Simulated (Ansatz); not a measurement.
C$_{2}$H$_{8}$AlGa (`[AlH2][CH2][CH2][GaH2]`), relaxed with RKS PBE0-D4/def2-TZVP in Ansatz from a GFN2-xTB geometry. The force threshold is 0.005 eV/Å; the program also tests the step.

The species carries charge 0 and has multiplicity 1.

Start:

```xyz
12

Al    0.124   -0.900    2.122
C    -0.634   -0.407    0.337
C     0.566    0.366   -0.269
Ga   -0.065    0.916   -2.137
H    -0.565   -1.697    3.255
H     1.575   -0.420    2.404
H    -1.526    0.241    0.350
H    -0.907   -1.247   -0.323
H     1.463   -0.268   -0.298
H     0.831    1.229    0.356
H    -1.529    0.419   -2.520
H     0.666    1.766   -3.277
```

Question: By how much does the energy fall, and how many steps does the optimiser take? (Estimate.)

Answer: Ansatz gave: 27.96 kJ/mol, in 7 steps.

Question: Which bonds change most? (Best estimate.)

Answer: The calculation gave: C3–Ga4 from 2.047 to 1.979 Å; Al1–H5 from 1.547 to 1.593 Å; Al1–C2 from 2.002 to 1.962 Å; Al1–H6 from 1.554 to 1.592 Å.

Question: Give the relaxed structure. (An estimate is asked.)

Answer: The calculation gave: 
```xyz
12

Al    0.150   -0.927    2.216
C    -0.493   -0.398    0.439
C     0.489    0.404   -0.424
Ga   -0.146    0.923   -2.225
H    -0.791   -1.746    3.206
H     1.623   -0.540    2.682
H    -1.432    0.156    0.578
H    -0.815   -1.311   -0.081
H     1.430   -0.144   -0.568
H     0.802    1.326    0.082
H    -1.579    0.480   -2.712
H     0.762    1.778   -3.192
```
